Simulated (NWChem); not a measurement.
All runs are NWChem calculations. System: Ga$_{2}$, charge 0, spin multiplicity 3, at a geometry optimised with UPBE0/def2-SVP. The structure started from a generated list of species. Its SCF solution wasn't tested for a lower state. Level: UCCSD(T)/6-31G* (spherical d), 18 core orbitals frozen.

NWChem printed:

```
             Northwest Computational Chemistry Package (NWChem) 7.3.0
             --------------------------------------------------------

                                NWChem Input Module
                                -------------------

 Scaling coordinates for geometry "geometry" by  1.889725989
 (inverse scale =  0.529177249)

 Turning off AUTOSYM since
 SYMMETRY directive was detected!

                             Geometry "geometry" -> ""
                             -------------------------

 Output coordinates in angstroms (scale by  1.889725989 to convert to a.u.)

  No.       Tag          Charge          X              Y              Z
 ---- ---------------- ---------- -------------- -------------- --------------
    1 Ga                  31.0000     0.00000000     0.00000000     1.22265400
    2 Ga                  31.0000     0.00000000     0.00000000    -1.22265400

 Effective nuclear repulsion energy (a.u.)     207.9653509041

            Nuclear Dipole moment (a.u.)
            ----------------------------
        X                 Y               Z
 ---------------- ---------------- ----------------
     0.0000000000     0.0000000000     0.0000000000

      Symmetry information
      --------------------

 Group name             D2h
 Group number             26
 Group order               8
 No. of unique centers     1

      Symmetry unique atoms

     1


 Summary of "ao basis" -> "" (spherical)
 ------------------------------------------------------------------------------
       Tag                 Description            Shells   Functions and Types
 ---------------- ------------------------------  ------  ---------------------
 *                           6-31g*                   on all atoms

 Summary of "ao basis" -> "ao basis" (spherical)
 ------------------------------------------------------------------------------
       Tag                 Description            Shells   Functions and Types
 ---------------- ------------------------------  ------  ---------------------
 Ga                          6-31g*                 12       32   5s4p3d

                                 NWChem SCF Module
                                 -----------------

  ao basis        = "ao basis"
  functions       =    64
  atoms           =     2
  alpha electrons =    32
  beta  electrons =    30
  charge          =   0.00
  wavefunction    = UHF
  use symmetry    = T
  symmetry adapt  = T

 Summary of "ao basis" -> "ao basis" (spherical)
[...]
                   NWChem Extensible Many-Electron Theory Module
                   ---------------------------------------------


            General Information
            -------------------
      Number of processors :     1
         Wavefunction type : Unrestricted Hartree-Fock
          No. of electrons :    62
           Alpha electrons :    32
            Beta electrons :    30
           No. of orbitals :   128
            Alpha orbitals :    64
             Beta orbitals :    64
        Alpha frozen cores :    18
         Beta frozen cores :    18
     Alpha frozen virtuals :     0
      Beta frozen virtuals :     0
         Spin multiplicity : triplet
    Number of AO functions :    64
       Number of AO shells :    24
        Use of symmetry is : on
      Symmetry adaption is : on
         Schwarz screening : 0.10D-09

          Correlation Information
          -----------------------
          Calculation type : Coupled-cluster singles & doubles w/ perturbation
   Perturbative correction : (T)
            Max iterations :      100
        Residual threshold : 0.10D-05
     T(0) DIIS level shift : 0.00D+00
     L(0) DIIS level shift : 0.00D+00
     T(1) DIIS level shift : 0.00D+00
     L(1) DIIS level shift : 0.00D+00
     T(R) DIIS level shift : 0.00D+00
     T(I) DIIS level shift : 0.00D+00
   CC-T/L Amplitude update :  5-th order DIIS
                I/O scheme : Global Array Library
        L-threshold :  0.10D-05
        EOM-threshold :  0.10D-05
 no EOMCCSD initial starts read in
 TCE RESTART OPTIONS
 SLICE:      F
 D4D5:       F
 quantumc:   F
 qrotation:  F
 pwtce:      F
 qducc:      F
 nacto:                         0
 nrotv:                         0
 nrot:                          0

            Memory Information
            ------------------
          Available GA space size is     249028608 doubles
          Available MA space size is     104853556 doubles

 Maximum block size supplied by input
 Maximum block size        24 doubles

 tile_dim =      7

 -------------------------------------------------

 Global array virtual files algorithm will be used

 Parallel file system coherency ......... OK


 half-transformed integrals in memory

 2-e (intermediate) file size =        18112512
 2-e (intermediate) file name = ./mol.v2i

 2-e integrals stored in memory



CCSD iterations
 ---------------------------------------------------------
 Iter          Residuum       Correlation     Cpu    Wall
 ---------------------------------------------------------
    1   0.2481812701623  -0.4485279077019     1.5     1.5
    2   0.0454624983191  -0.4201895316366     1.5     1.5
    3   0.0156614751064  -0.4326106661353     1.5     1.5
    4   0.0067917657681  -0.4322374557017     1.5     1.5
    5   0.0033288998575  -0.4335452691886     1.5     1.5
    6   0.0013825266921  -0.4338967972369     1.5     1.5
    7   0.0007229786045  -0.4339529673005     1.5     1.5
    8   0.0004394559720  -0.4339617977797     1.5     1.5
    9   0.0002745742009  -0.4339678416084     1.5     1.5
   10   0.0001764920677  -0.4339756266855     1.5     1.5
   11   0.0000250414640  -0.4339873769444     1.5     1.5
   12   0.0000114788123  -0.4339892984575     1.4     1.4
   13   0.0000069745132  -0.4339901082805     1.4     1.4
   14   0.0000045793509  -0.4339902627209     1.4     1.4
   15   0.0000031515385  -0.4339903596471     1.4     1.4
   16   0.0000009775907  -0.4339903776407     1.5     1.5
 -----------------------------------------------------------------
 Iterations converged
 CCSD correlation energy / hartree =        -0.433990377640745
 CCSD total energy / hartree       =     -3846.330826881481698

 Singles contributions

 Doubles contributions
    33ag  (alpha)    31ag  (beta ) ---    30b1u (alpha)    30b1u (beta )       -0.1205350900
 CCSD(T)
 Using plain CCSD(T) code
             total no. of tasks        24336
 total no. of tasks / no. procs        24336
                         wl_min            8           1.4
                         wl_max         9261           4.6
        thresh for no. of tasks        24336

 CCSD[T]  correction energy / hartree =        -0.015412034963186
 CCSD[T] correlation energy / hartree =        -0.449402412603931
 CCSD[T] total energy / hartree       =     -3846.346238916444690
 CCSD(T)  correction energy / hartree =        -0.013239218498139
 CCSD(T) correlation energy / hartree =        -0.447229596138883
 CCSD(T) total energy / hartree       =     -3846.344066099979955

 Task  times  cpu:       33.1s     wall:       33.1s

 Total times  cpu:       33.1s     wall:       33.1s
```

Write an NWChem input that would produce this output.

Several could match; the one computed here: 
```
start mol
memory heap 100 mb stack 700 mb global 1900 mb
geometry units angstroms nocenter noautoz
  Ga     0.000000     0.000000     1.222654
  Ga     0.000000     0.000000    -1.222654
  symmetry group D2h
end
basis spherical
  * library 6-31g*
end
scf
  uhf
  nopen 2
  maxiter 100
  thresh 1e-7
  semidirect memsize 60000000 filesize 0
  # guess.movecs holds the orbitals of an unrestricted PBE0 run
  vectors input guess.movecs output mol.movecs
end
tce
  freeze core 18
  ccsd(t)
  thresh 1e-6
  maxiter 100
  tilesize 24
end
task tce energy
```
